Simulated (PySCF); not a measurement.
Precursor series W OH-NH2. Isolated molecules, 0 K electronic values unless said otherwise. One relaxed conformer stands for each flexible species; it need not be the lowest.

The LUMO from two functionals at the same geometries (PBE-D3(BJ)/def2-SVP), both in PySCF: PBE-D3(BJ)/def2-TZVP and TPSSh-D3(BJ)/def2-TZVP. 

```tsv
species	PBE-D3(BJ)/def2-TZVP (eV)
0 of 6 OH replaced by NH2	-3.47
2 of 6 OH replaced by NH2 ([W(OH)4(NH2)2])	-2.91
4 of 6 OH replaced by NH2	-2.68
6 of 6 OH replaced by NH2 ([W(NH2)6])	-1.92
```

### Question
What does TPSSh-D3(BJ)/def2-TZVP give for each?

### Answer

- 0 of 6 OH replaced by NH2: -3.18
- 2 of 6 OH replaced by NH2 ([W(OH)4(NH2)2]): -2.61
- 4 of 6 OH replaced by NH2: -2.35
- 6 of 6 OH replaced by NH2 ([W(NH2)6]): -1.59
Over these rows, drawn at random from the members with no instability flagged (it was tested for open shells, ions and some series alone), PBE minus TPSSh-D3(BJ): mean -0.31 eV, from -0.33 eV to -0.29 eV.
